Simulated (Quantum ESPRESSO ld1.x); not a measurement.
Values are calculated unless marked as measured or tabulated.
Question: All-electron atom: Tc24+ in [Ar] 3d1. Code: ld1.x of Quantum ESPRESSO 7.5. Model: scalar-relativistic Kohn-Sham, LDA (Slater exchange, VWN5 correlation), spin-polarised, spherical densities, point nucleus; open shells are filled with parallel spins first. Some entries of the table are withheld. Estimate them.

| orbital | occ. | eigenvalue (eV) | r(max) (bohr) | <r> (bohr) |
|---|---|---|---|---|
| 1s up | 1 | -21866.3 | 0.022 | 0.03432 |
| 1s down | 1 | -21866.3 | 0.022 | 0.03432 |
| 2s up | 1 | -3988.39 | 0.126 | 0.1487 |
| 2s down | 1 | -3985.49 | 0.126 | 0.1486 |
| 2p up | 3 | -3683.37 | (1) | 0.1294 |
| 2p down | 3 | -3681.14 | (2) | 0.1294 |
| 3s up | 1 | -1369.81 | 0.353 | (3) |
| 3s down | 1 | -1366.50 | 0.353 | (4) |
| 3p up | 3 | -1271.18 | 0.342 | 0.3697 |
| 3p down | 3 | -1267.77 | 0.342 | 0.3702 |
| 3d up | 1 | (5) | 0.278 | 0.3323 |
| 3d down | 0 | (6) | 0.278 | 0.3328 |

Answer: 
(1) 2p up r(max) (bohr): 0.101
(2) 2p down r(max) (bohr): 0.101
(3) 3s up <r> (bohr): 0.3782
(4) 3s down <r> (bohr): 0.3786
(5) 3d up eigenvalue (eV): -1131.92
(6) 3d down eigenvalue (eV): -1127.80
